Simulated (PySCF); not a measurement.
C4H14B2S.
SMILES with atom numbers: `[CH3:1][B:2]([CH3:3])[BH2-:4][S+:5]([CH3:6])[CH3:7]` (hydrogens: H8, H9, H10 on C1; H11, H12, H13 on C3; H14, H15 on B4; H16, H17, H18 on C6; H19, H20, H21 on C7)

Computed with PySCF at B3LYP/def2-SVPD, non-relativistic, on one gas-phase PBE0-D3(BJ)/def2-SVP geometry that isn't relaxed in the solvent. The solvent is an IEF-PCM continuum (Bondi radii, 1.10 Å for H, scaled by 1.2), and excitations are vertical TDDFT with non-equilibrium linear response and a frozen core. Only the electrostatic response of the medium enters.

Gas-phase singlets (H = HOMO, L = LUMO):

| state | E (eV) | λ (nm) | f | leading configuration |
| --- | --- | --- | --- | --- |
| S1 | 5.005 | 248 | 0.003 | H→L 70% |
| S2 | 5.695 | 218 | 0.008 | H→L+1 66% |
| S3 | 5.745 | 216 | 0.050 | H→L+2 74% |
| S4 | 6.183 | 201 | 0.006 | H→L+3 94% |
| S5 | 6.210 | 200 | 0.004 | H-1→L 56% |

Question: Give the list for dichloromethane (ε = 8.93), n² = 2.03.

Answer: 
```tsv
state	E (eV)	λ (nm)	f	leading configuration	change by rank (eV)
S1	4.973	249	0.004	H→L 98%	-0.032
S2	6.016	206	0.034	H→L+1 96%	+0.321
S3	6.102	203	0.053	H→L+2 93%	+0.357
S4	6.152	202	0.004	H-1→L 79%	-0.031
S5	6.406	194	0.005	H→L+3 90%	+0.196
```

Question: The ground-state energy changes by -0.212 eV from gas to dichloromethane. By how much does the total energy of gas-phase S3 change?

Answer: E(S3) = E(S0) + excitation energy, so it changes by -0.212 + 0.357 = +0.145 eV: it isn't lowered at all, while the ground state is. This is the vertical state, with the slow part of the continuum still set for S0.

Question: How do the frontier levels move from gas to dichloromethane?

Answer: 
```tsv
orbital	gas (eV)	solvent (eV)	change (eV)	Löwdin shares, gas	Löwdin shares, solvent
LUMO+2	0.12	0.43	+0.31	S5 40 %, C7 12 %, C6 9 %, H19 6 %	S5 47 %, C7 12 %, C6 10 %, H19 5 %
LUMO+1	0.03	0.32	+0.29	S5 20 %, B2 16 %, C6 9 %, H17 8 %	B2 18 %, S5 14 %, B4 13 %, C6 7 %
LUMO	-0.10	-0.17	-0.07	B2 27 %, B4 12 %, S5 12 %, C3 8 %	B2 41 %, B4 13 %, C3 12 %, C1 11 %
HOMO	-6.40	-6.50	-0.10	B4 31 %, B2 29 %, C3 9 %, C1 8 %	B4 31 %, B2 29 %, C3 9 %, C1 8 %
HOMO-1	-7.45	-7.43	+0.02	S5 32 %, B4 16 %, H14 13 %, C1 9 %	S5 40 %, B4 15 %, H14 12 %, C1 6 %
HOMO-2	-7.94	-8.05	-0.11	B4 20 %, B2 15 %, C1 14 %, H15 13 %	B2 16 %, C1 16 %, B4 15 %, C3 12 %
HOMO-3	-8.33	-8.36	-0.03	S5 20 %, B4 19 %, H15 13 %, B2 10 %	B4 22 %, H15 15 %, S5 14 %, B2 10 %
```

The HOMO–LUMO gap goes from 6.31 to 6.33 eV. Rows go by rank; for LUMO and LUMO+1 the atom shares or the degeneracy differ between the runs, so the row needn't follow one orbital.

Shape of the structure used: `[CH3:1][B:2]([CH3:3])[BH2-:4][S+:5]([CH3:6])[CH3:7]`: C1–B2–B4–S5 179°, B2–B4–S5–C6 -73°.
